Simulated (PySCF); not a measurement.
C3H12OSi2, SMILES C[SiH2]CO[SiH2]C.

The structure is a stationary point at B3LYP-D3(BJ)/def2-SVP. The values are those of a single conformer.

All values below come from B3LYP/def2-TZVP in PySCF.

Isolated molecule, no solvent.

- total energy = -775.94460 hartree
- highest occupied level = -7.65 eV
- lowest empty level = 0.34 eV
- orbital gap = 7.99 eV
- dipole moment = 0.215 e·Å
- quadrupole, principal values (traceless, Buckingham form, about the centre of nuclear charge) = -3.88, -1.29, 5.17 D·Å
